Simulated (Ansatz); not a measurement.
Relaxed structures of CH₂ClZn (charge -1), singlet (PBE0-D4/def2-TZVPD; forces vanish, vibrations not checked; lower isomers may exist, and structures with a doubtful reference or unclear bonds are left out; Å). Program: Ansatz 0.2.0. Basis: def2-TZVPPD. Cores are frozen in the correlated methods. The 3s and 3p shells of Cu and Zn are frozen; filled d shells are correlated.

Problem. Rank them by CCSD(T) energy, lowest first, and give each one's height above the lowest. Links in brackets join atoms within 1.22 times the sum of their covalent radii (1.1 for two metals). (An estimate is asked for; the value comes from the calculation.)
A.
CH₂ClZn ([CH2][Zn][Cl]), total charge -1
```
5
angstrom
Cl -1.2436 -0.8915 2.8349
C 0.3551 -0.0650 -0.7895
Zn -0.2766 -0.2622 0.9515
H 1.4477 -0.1377 -0.8711
H 0.0041 0.8507 -1.2834
```
B.
CH₂ClZn ([Cl][CH][ZnH]), total charge -1
```
5
angstrom
Cl -0.7204 -0.6807 1.9475
C 0.3723 -0.2350 0.5869
Zn -0.2602 0.4370 -1.0134
H 1.3502 -0.6579 0.8045
H -0.7418 1.1366 -2.3254
```
C.
CH₂ClZn ([ClH][CH][Zn]), total charge -1
```
5
angstrom
Cl -0.8350 -1.0439 1.7204
C 0.2775 -0.2141 0.7324
Zn -0.1579 0.5860 -1.1610
H 1.2517 -0.6986 0.9203
H -1.1627 -0.6755 3.1995
```

Solution. The calculation gives: A (0.0 kJ/mol), B (214.2 kJ/mol), C (504.7 kJ/mol). Heights count from the lowest.

No T1 diagnostic of these runs exceeds 0.027. The restricted Hartree–Fock reference is unstable towards an unrestricted one at one or more of these structures.

For scale, one of the runs: CCSD(T)/def2-TZVPPD, 189 basis functions, launched by `ansatz run in.yaml --threads 2 --pin off --events-out ev --progress --plain --max-ram 4352MiB`. The run took 81 s on 2 CPU threads of an Arm Neoverse V1 (shared host), with 1.9 GiB of host memory at its peak.
